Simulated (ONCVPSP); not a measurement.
# Which change was made? (Ge, ONCV)

Ge (Z = 32), optimised norm-conserving Vanderbilt (ONCV), made with ONCVPSP 4.0.1 (PBEsol, non-relativistic). Core [Ar] 3d10, reference 4s2 4p1 (charge +1). Waves: 4s: rc 1.90 bohr, ncon 4, nbas 8, qcut 4.4 1/bohr, 2 projectors, debl 0.6 Ha; 4p: rc 2.10 bohr, ncon 4, nbas 7, qcut 4 1/bohr, 2 projectors, debl 1.3 Ha; d scattering state at 0.12 Ha: rc 1.90 bohr, ncon 4, nbas 9, qcut 5.7 1/bohr, 2 projectors, debl 3.1 Ha. Local part: polynomial inside 1.90 bohr (lpopt 3, dvloc0 4 Ha). Core correction: none.

In the s channel the program set the typed energies aside and used -0.717, 0.250 Ha.

Cutoffs, loose and tight: the cutoffs (Ha) at which the residual kinetic energy of the hardest occupied pseudo-wave falls to 1 and 0.1 mHa per electron. They do not see the model core or the augmentation charge, which bear on the density cutoff. Test errors are all-electron minus pseudo excitation energies from the reference, over the configurations 4s2 4p2; 4s2 4p0; 4s1 4p0; 4s2 4p1.5; variants that change the core or the reference have their own tests.

The base gives: outcome: generated, projector energies reset by the program; cutoff, loose: 8.1 Ha; cutoff, tight: 16 Ha; bound ghosts: none; GHOST(+) flags above zero: none; largest test error (meV): +43.

After one change the result is: outcome: generated, projector energies reset by the program; cutoff, loose: 8.2 Ha; cutoff, tight: 16 Ha; bound ghosts: none; GHOST(+) flags above zero: none; largest test error (meV): +225. Which change was it?
A. all radii scaled by about 1.29 (s 2.46, p 2.72, d 2.46 bohr); local potential polynomial inside 2.46 bohr (lpopt 3, dvloc0 4 Ha)
B. s: qcut 6.4; p: qcut 5.9; d: qcut 8.4
C. functional LDA (Perdew-Wang 92)

C. The others give: all radii scaled by about 1.29 (s 2.46, p 2.72, d 2.46 bohr); local potential polynomial inside 2.46 bohr (lpopt 3, dvloc0 4 Ha) → outcome: generated, projector energies reset by the program; cutoff, loose: 6.5 Ha; cutoff, tight: 8.1 Ha; bound ghosts: none; GHOST(+) flags above zero: none; largest test error (meV): -14 | s: qcut 6.4; p: qcut 5.9; d: qcut 8.4 → outcome: failed: ERROR pspot: first pseudo wave function has node, program will stop.
